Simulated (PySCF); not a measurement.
# CoS₂⁺: map over both bonds

All numbers come from UPBE0/[Co def2-SVP, S def2-SVP], no relativity, density fitting, PySCF.

Rigid scan from the quintet minimum (Co–S 2.248 Å (×2), S–S 2.024 Å; Co–S–S 63.3° (×2), S–Co–S 53.5°). Coordinate: rows scale the first bond (Co–S), columns the second (Co–S). Energies in kJ/mol from the minimum.

**Question.** Give the energy map for rows 0.94, 0.97, 1.00, 1.04, 1.09, 1.15 and columns 0.94, 0.97, 1.00, 1.04, 1.09, 1.15.

**Answer.** 
| scale \ scale | 0.94 | 0.97 | 1.00 | 1.04 | 1.09 | 1.15 |
| --- | --- | --- | --- | --- | --- | --- |
| 0.94 | 35.7 | 20.2 | 12.1 | 10.6 | 20.7 | 45.6 |
| 0.97 | 20.2 | 8.1 | 2.8 | 4.4 | 17.3 | 44.2 |
| 1.00 | 12.1 | 2.8 | 0.0 | 4.3 | 19.7 | 48.4 |
| 1.04 | 10.6 | 4.4 | 4.3 | 11.7 | 29.9 | 60.9 |
| 1.09 | 20.7 | 17.3 | 19.7 | 29.9 | 50.9 | 84.3 |
| 1.15 | 45.6 | 44.2 | 48.4 | 60.9 | 84.3 | 119.8 |

**Question.** And the size of the dipole moment (D, about the centre of mass) on the same grid?

**Answer.** 
| scale \ scale | 0.94 | 0.97 | 1.00 | 1.04 | 1.09 | 1.15 |
| --- | --- | --- | --- | --- | --- | --- |
| 0.94 | 4.07 | 4.19 | 4.30 | 4.42 | 4.57 | 4.72 |
| 0.97 | 4.19 | 4.32 | 4.43 | 4.57 | 4.72 | 4.88 |
| 1.00 | 4.30 | 4.43 | 4.56 | 4.70 | 4.86 | 5.03 |
| 1.04 | 4.42 | 4.57 | 4.70 | 4.86 | 5.03 | 5.20 |
| 1.09 | 4.57 | 4.72 | 4.86 | 5.03 | 5.21 | 5.39 |
| 1.15 | 4.72 | 4.88 | 5.03 | 5.20 | 5.39 | 5.57 |

Open d and f shells are described by one determinant, and the ground state may have another occupation or spin.

Other isomers or separated fragments may lie lower.

The scan took 79 s on 2 threads of a shared Arm Neoverse V2 host; the process peaked at 0.64 GiB.
